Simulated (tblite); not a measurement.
Compound: C5H7N3SeSi.
SMILES with atom numbers: `[CH2:1]=[CH:2][C@@H:3]([C:4]#[N:5])[Si@@:6]([NH2:7])([SeH:8])[C:9]#[N:10]` (hydrogens: H11, H12 on C1; H13 on C2; H14 on C3; H15, H16 on N7; H17 on Se8)

Computed with GFN2-xTB (tblite), gas phase: L-BFGS steps from a force-field or distance-geometry start until the largest atomic force falls under 0.01 eV/Å.

Step 142: E = -757.9514 eV
```
atom  x, y, z in Å  |  force x, y, z in eV/Å
C1      2.3635   -0.9408    0.1328   -0.031   0.017   0.001
C2      1.5914    0.0477   -0.2896    0.025  -0.007  -0.010
C3      0.4910    0.6461    0.5194    0.033  -0.004  -0.005
C4      0.3198    2.0326    0.2182   -0.018   0.025   0.022
N5      0.1551    3.1302   -0.0611    0.004  -0.035  -0.006
Si6    -1.1803   -0.2318    0.0911   -0.028  -0.008   0.019
N7     -1.6441    0.3023   -1.4667    0.004  -0.011  -0.002
Se8    -0.9515   -2.5040    0.0926    0.010   0.019  -0.019
C9     -2.3368    0.1906    1.5086   -0.002   0.014  -0.030
N10    -3.0507    0.4533    2.3632   -0.006  -0.011   0.011
H11     3.1308   -1.3660   -0.4908   -0.002   0.011   0.005
H12     2.2773   -1.3422    1.1295    0.014  -0.012   0.037
H13     1.6976    0.4425   -1.2900   -0.003   0.022  -0.029
H14     0.6734    0.5305    1.5913    0.036  -0.012  -0.015
H15    -1.6345    1.2806   -1.7108   -0.005  -0.013   0.014
H16    -2.3298   -0.2073   -2.0006   -0.011   0.017  -0.015
H17     0.4204   -2.4524   -0.3468   -0.018  -0.012   0.023
```

Step 143: E = -757.9519 eV
```
atom  x, y, z in Å  |  force x, y, z in eV/Å
C1      2.3670   -0.9375    0.1299   -0.040   0.024  -0.004
C2      1.5907    0.0485   -0.2911    0.036  -0.019  -0.009
C3      0.4911    0.6449    0.5208    0.038   0.001  -0.008
C4      0.3171    2.0315    0.2210   -0.016   0.020   0.019
N5      0.1498    3.1287   -0.0581    0.005  -0.034  -0.005
Si6    -1.1793   -0.2335    0.0917   -0.032  -0.009  -0.003
N7     -1.6391    0.3018   -1.4677   -0.010  -0.008  -0.008
Se8    -0.9577   -2.5075    0.1002   -0.001   0.034  -0.017
C9     -2.3377    0.1919    1.5059   -0.053   0.025   0.026
N10    -3.0558    0.4521    2.3585    0.035  -0.021  -0.035
H11     3.1316   -1.3632   -0.4971   -0.002   0.017   0.008
H12     2.2871   -1.3374    1.1280    0.008  -0.009   0.029
H13     1.6925    0.4427   -1.2924   -0.005   0.014  -0.021
H14     0.6760    0.5292    1.5922    0.032  -0.016  -0.015
H15    -1.6208    1.2806   -1.7116   -0.002  -0.028   0.021
H16    -2.3329   -0.1986   -2.0008    0.009   0.020   0.005
H17     0.4134   -2.4621   -0.3390   -0.002  -0.011   0.017
```

Step 144: E = -757.9524 eV
```
atom  x, y, z in Å  |  force x, y, z in eV/Å
C1      2.3700   -0.9355    0.1286   -0.030   0.016  -0.002
C2      1.5900    0.0475   -0.2925    0.032  -0.019  -0.005
C3      0.4908    0.6415    0.5215    0.035   0.011  -0.011
C4      0.3161    2.0282    0.2232   -0.009   0.016   0.010
N5      0.1497    3.1249   -0.0585    0.000  -0.022  -0.002
Si6    -1.1805   -0.2342    0.0899   -0.031  -0.013  -0.022
N7     -1.6403    0.3045   -1.4691   -0.007  -0.004  -0.002
Se8    -0.9622   -2.5091    0.0996    0.030   0.045  -0.027
C9     -2.3384    0.1932    1.5032   -0.075   0.023   0.047
N10    -3.0587    0.4491    2.3554    0.048  -0.020  -0.048
H11     3.1326   -1.3612   -0.5010   -0.001   0.019   0.014
H12     2.2969   -1.3328    1.1289    0.000  -0.001   0.006
H13     1.6876    0.4418   -1.2948   -0.005  -0.001  -0.011
H14     0.6776    0.5252    1.5923    0.026  -0.022  -0.012
H15    -1.6170    1.2836   -1.7118    0.005  -0.024   0.027
H16    -2.3384   -0.1885   -2.0033    0.011   0.005   0.014
H17     0.4168   -2.4662   -0.3213   -0.031  -0.010   0.025
```

Step 145: E = -757.9529 eV
```
atom  x, y, z in Å  |  force x, y, z in eV/Å
C1      2.3740   -0.9321    0.1262   -0.006   0.001   0.003
C2      1.5905    0.0478   -0.2952    0.019  -0.016  -0.001
C3      0.4927    0.6380    0.5228    0.009   0.015  -0.011
C4      0.3150    2.0248    0.2284    0.008   0.001   0.002
N5      0.1488    3.1209   -0.0548   -0.009   0.010  -0.003
Si6    -1.1809   -0.2338    0.0891   -0.020  -0.012  -0.027
N7     -1.6407    0.3056   -1.4696    0.005   0.004   0.002
Se8    -0.9687   -2.5091    0.1008    0.016   0.038  -0.021
C9     -2.3410    0.1965    1.4992   -0.056   0.010   0.031
N10    -3.0632    0.4494    2.3502    0.026  -0.008  -0.023
H11     3.1359   -1.3570   -0.5050   -0.002   0.019   0.017
H12     2.3073   -1.3270    1.1288   -0.009   0.009  -0.022
H13     1.6822    0.4426   -1.2980    0.001  -0.017  -0.001
H14     0.6822    0.5189    1.5926    0.020  -0.026  -0.006
H15    -1.6134    1.2841   -1.7136    0.010  -0.014   0.030
H16    -2.3410   -0.1834   -2.0042    0.003  -0.012   0.011
H17     0.4132   -2.4742   -0.3074   -0.015  -0.004   0.018
```

Task: Estimate the geometry and energy of step 146. (The exact step hangs on the optimiser's Hessian estimate; all steps are aligned on step 145, rigid shifts and turns removed.)

Result: E = -757.9533 eV, largest force 0.045 eV/Å
```
atom  x, y, z in Å  |  force x, y, z in eV/Å
C1      2.3773   -0.9305    0.1257    0.013  -0.009   0.006
C2      1.5914    0.0466   -0.2970    0.001  -0.007   0.000
C3      0.4934    0.6343    0.5218   -0.016   0.014  -0.007
C4      0.3162    2.0217    0.2307    0.017   0.002  -0.004
N5      0.1534    3.1181   -0.0531   -0.015   0.017   0.000
Si6    -1.1828   -0.2334    0.0857   -0.008   0.000  -0.025
N7     -1.6469    0.3095   -1.4703    0.023  -0.003   0.013
Se8    -0.9718   -2.5079    0.0938    0.032   0.022  -0.023
C9     -2.3443    0.1971    1.4948   -0.033   0.005   0.024
N10    -3.0637    0.4495    2.3481    0.009  -0.003  -0.010
H11     3.1408   -1.3533   -0.5047   -0.001   0.014   0.013
H12     2.3134   -1.3236    1.1294   -0.013   0.013  -0.030
H13     1.6799    0.4419   -1.3001    0.008  -0.026   0.000
H14     0.6831    0.5118    1.5912    0.015  -0.024  -0.004
H15    -1.6178    1.2874   -1.7146    0.010  -0.001   0.028
H16    -2.3478   -0.1791   -2.0036   -0.009  -0.018  -0.001
H17     0.4192   -2.4783   -0.2875   -0.034   0.004   0.021
```

The energy changes by -0.0004 eV. The first-order estimate −F·Δx gives -0.0006 eV and the mean of the old and new forces, exact on a quadratic surface, -0.0004 eV. The step makes an angle of 81° with the force vector and moves no atom by more than 0.021 Å.

What follows is the cost of the whole relaxation. Hardware: one thread of an Arm Neoverse N1, no GPU, on a shared host. Cost: 2.8 s wall.
